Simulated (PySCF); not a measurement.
## CH7ClFNSi2

The system: CH7ClFNSi2, a small molecule; neutral, singlet. The structure, one conformer, was relaxed in the gas phase by PBE0-D3(BJ)/def2-SVP. No frequency run checks that it is a minimum.

SMILES: N[Si](F)(Cl)C[SiH3]

```
atom   x (Å)   y (Å)   z (Å)
 Si1  -1.283  -0.102   0.140
  C2   0.324  -1.013   0.187
 Si3   1.857   0.061   0.414
 Cl4  -2.900  -1.361  -0.072
  N5  -1.338   1.017  -1.136
  F6  -1.482   0.577   1.605
  H7   0.289  -1.735   1.021
  H8   0.429  -1.592  -0.745
  H9   1.911   1.108  -0.656
 H10   1.825   0.749   1.738
 H11   3.097  -0.766   0.318
 H12  -0.539   1.598  -1.364
 H13  -2.211   1.420  -1.453
```

Shieldings: GIAO PBE0/pcSseg-1. Shifts are against computed references at the same level: C TMS (σ 184.4 ppm), H TMS (σ 31.27 ppm), Si TMS (σ 352.0 ppm). Core levels by delta-SCF with SCAN, pcX-2 on the ionised atom and pcseg-1 elsewhere, spin-free X2C (2p3/2 is the spin-free 2p value less a third of a first-order spin-orbit splitting); from the vacuum level, for chosen atoms.

**Question.** Give the NMR and core-level values of the distinct atoms.

**Answer.** 
```csv
atoms,bonded to,σ (ppm),δ (ppm),core level (eV)
Si1,1 C + 1 Cl + 1 F + 1 N,354.2,-2.2,2p3/2 108.48
C2,2 Si + 2 H,190.5,-6.1,1s 290.41
Si3,1 C + 3 H,422.1,-70.1,-
Cl4,1 Si,892.1,-,2p3/2 205.98
N5,1 Si + 2 H,225.5,-,1s 405.29
F6,1 Si,283.8,-,1s 692.12
H7,1 C,31.09,0.17,-
H8,1 C,31.23,0.04,-
H9 H10 H11,1 Si,27.28,3.99,-
H12,1 N,29.78,1.49,-
H13,1 N,29.92,1.35,-
```

Values are those of this one static structure, with the three H of a rotating XH3 group averaged; atoms that internal rotation interchanges would show their mean in an NMR spectrum.

**Question.** By CAM-B3LYP/def2-SVPD (TDDFT singlets, Tamm-Dancoff triplets, ionisation by delta-SCF), where does absorption start, and what does vertical ionisation take?

**Answer.** The lowest singlet lies at 7.18 eV (f 0.028), the strongest of the first 6 at 8.56 eV (f 0.153), the lowest triplet at 6.76 eV; vertical ionisation takes 10.64 eV.

The 3 runs behind this took 4 min in all, one thread each of Arm Neoverse V1 on a shared host, launched as `OMP_NUM_THREADS=1 python cluster_run.py task.json out`.
